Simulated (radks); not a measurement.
Values are calculated unless marked as measured or tabulated.
Se+, 33 electrons, occupied as [Ar] 3d10 4s2 4p3 (the NIST ground configuration). Code: a radial shooting solver on a logarithmic mesh with Libxc functionals. Model: non-relativistic Kohn-Sham, exchange-only r2SCAN, spin-polarised, spherical densities, point nucleus; open shells are filled with parallel spins first; meta-GGA in the generalised Kohn-Sham scheme.

Unscreened Slater integrals over Kohn-Sham orbitals (cm^-1). They are taken over the spin-up orbitals.

\begin{tabular}{lr}
integral & value \\ \hline
F0(4p,4p) & 93941 \\
F2(4p,4p) & 49442 \\
F0(4p,4s) & 100970 \\
G1(4p,4s) & 67576 \\
F0(4p,3d) & 122200 \\
F2(4p,3d) & 24059 \\
G1(4p,3d) & 8170.5 \\
G3(4p,3d) & 7357.6 \\
F0(4p,3p) & 122740 \\
F2(4p,3p) & 22431 \\
G0(4p,3p) & 5373.9 \\
G2(4p,3p) & 6189.3 \\
F0(4s,4s) & 110130 \\
F0(4s,3d) & 140670 \\
G2(4s,3d) & 11576 \\
F0(4s,3p) & 141460 \\
G1(4s,3p) & 8682.5 \\
F0(3d,3d) & 321030 \\
F2(3d,3d) & 152570 \\
F4(3d,3d) & 95758 \\
F0(3d,3p) & 325840 \\
F2(3d,3p) & 156090 \\
G1(3d,3p) & 189100 \\
G3(3d,3p) & 116960 \\
F0(3p,3p) & 333870 \\
F2(3p,3p) & 167650 \\
\end{tabular}

Derived for the open shells (J is the average intra-shell exchange parameter used in DFT+U). 4p: J = F2/5 = 9888 cm^-1.
